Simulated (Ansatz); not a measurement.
Pulling on the Si1–H2 bond in BrHSi (SMILES [SiH]Br) (multiplicity 1 held, fragments rigid). Energies count from the point at 1.524 Å.
Geometry at that point (charge 0, multiplicity 1):
```xyz
3

Si    -0.8967    -0.7610     1.0622
H     -1.8925    -1.2293     0.0078
Br     0.4128     0.3395    -0.4251
```

R- and RO- levels are restricted; in cc, def2 and unpolarised 6-31G sets they are followed outwards from rest. Unrestricted levels (U-) break spin symmetry where that is lower. Active spaces are followed from a long bond inwards. Levels need not reach the same state.

Frozen-core correlation. Filled d and f shells under p-block atoms count as core.

The values were computed with Ansatz (Gaussian orbitals). Each number belongs to the level named beside it.

Energies in eV.

| R (Å) | R-CCSD(T)/def2-SVP | U-CCSD(T)/def2-SVP | R-CCSDT/def2-SVP | R-CCSDT(Q)/def2-SVP | FIC-MRCISD+Q on CASSCF(2,2)/def2-SVP |
|---|---|---|---|---|---|
| 1.219 | 1.16 | 1.16 | 1.16 | 1.16 | 1.16 |
| 1.372 | 0.22 | 0.22 | 0.22 | 0.22 | 0.22 |
| 1.524 | 0.00 | 0.00 | 0.00 | 0.00 | 0.00 |
| 1.676 | 0.15 | 0.15 | 0.15 | 0.15 | 0.15 |
| 1.829 | 0.47 | 0.47 | 0.47 | 0.47 | 0.46 |
| 2.057 | 1.06 | 1.05 | 1.05 | 1.05 | 1.05 |
| 2.286 | 1.62 | 1.64 | 1.61 | 1.61 | 1.61 |
| 2.667 | 2.34 | 2.43 | 2.33 | 2.32 | 2.33 |
| 3.048 | 2.73 | 2.89 | 2.76 | 2.75 | 2.75 |
| 3.505 | 2.84 | 3.06 | 3.00 | 2.99 | 2.98 |
| 4.115 | 2.70 | 3.10 | 3.10 | 3.09 | 3.08 |
| 4.877 | 2.50 | 3.11 | 3.13 | 3.11 | 3.10 |

Doubts at one or more of the structures used: a restricted determinant that unrestricted orbitals would lower (R-CCSD(T)/def2-SVP, R-CCSDT/def2-SVP, R-CCSDT(Q)/def2-SVP); other coupled-cluster roots lie near (R-CCSD(T)/def2-SVP, R-CCSDT/def2-SVP, R-CCSDT(Q)/def2-SVP); T1 above 0.05 (R-CCSD(T)/def2-SVP, U-CCSD(T)/def2-SVP, R-CCSDT/def2-SVP, R-CCSDT(Q)/def2-SVP); a spin-contaminated determinant (U-CCSD(T)/def2-SVP).

Ansatz is an electronic-structure program.
